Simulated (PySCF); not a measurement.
Predicted microwave data (PySCF 2.14.0, PBE0-D3(BJ)/def2-SVP geometry optimisation, gas phase) for one isomer of GeH9NSi2:

```
Rotational constants : A = 4121, B = 1221, C = 976.2 MHz
Dipole components    : |μa| = 0.89 D, |μb| = 0.62 D, |μc| = 0.15 D
Inertial defect      : -18.88 u·Å²
κ                    : -0.84
```

Task: Which structure is it? (One computed conformer of each.)
A. `[SiH3:1][NH:2][SiH2:3][GeH3:4]` with Si1–N2–Si3–Ge4 17°
B. `[SiH3][N]([SiH3])[GeH3]`

Result: A. It is [SiH3]N[SiH2][GeH3], an asymmetric top. The candidates at the same level (rigid rotor, commonest isotopes):

```tsv
SMILES	A (MHz)	B (MHz)	C (MHz)	μa (D)	μb (D)	μc (D)	Δ (u·Å²)	point group	rotor
[SiH3]N[SiH2][GeH3]	4121	1221	976.2	0.89	0.62	0.15	-18.88	–	asymmetric top
[SiH3][N]([SiH3])[GeH3]	3013	1798	1174	0.72	0.00	0.10	-18.30	Cs	asymmetric top
```

`[SiH3][N]([SiH3])[GeH3]` has B 47 % too high. No structure here is proved a minimum.
